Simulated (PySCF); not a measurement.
AlH₃O₃, charge +1, multiplicity 2. Atoms are numbered in the order given.

```xyz
7

Al     0.0000     0.0000     0.0000
O     -1.6640     0.0000     0.0000
H     -2.6247     0.0000     0.0000
O      0.8320     1.4410     0.0000
H      1.3124     2.2731     0.0000
O      0.8320    -1.4410     0.0000
H      1.3124    -2.2731     0.0000
```
Charge +1, spin multiplicity 2.

Coordinates come from a PBE0-D3(BJ)/def2-SVP optimisation. The multiplicity is an assumed one; other spin states were not compared. The isomer is the one that the SMILES or the coordinates give; other isomers of the formula were not compared. Other conformers were not sampled.

All values below come from PySCF with PBE0-D3(BJ)/def2-SVP.

Frequencies are harmonic and unscaled.

Modes within 1.5 cm⁻¹ of each other (mostly degenerate sets) share a row, with their intensities summed.

```tsv
mode	ν (cm⁻¹)	IR (km/mol)	moving atoms (share of kinetic energy)
1–2	37	156.2	O 55 %, Al 24 %, H 22 %
3–4	111	0.0	H 86 %, O 14 %
5	176	501.1	Al 36 %, O 34 %, H 30 %
6	260	120.2	H 66 %, Al 30 %
7–8	380	679.2	H 75 %, O 24 %
9	499	0.0	H 86 %, O 14 %
10	748	0.0	O 93 %
11–12	804	440.1	O 53 %, Al 41 %
13–14	3949	3423.8	H 93 %
15	3976	0.0	H 93 %
```
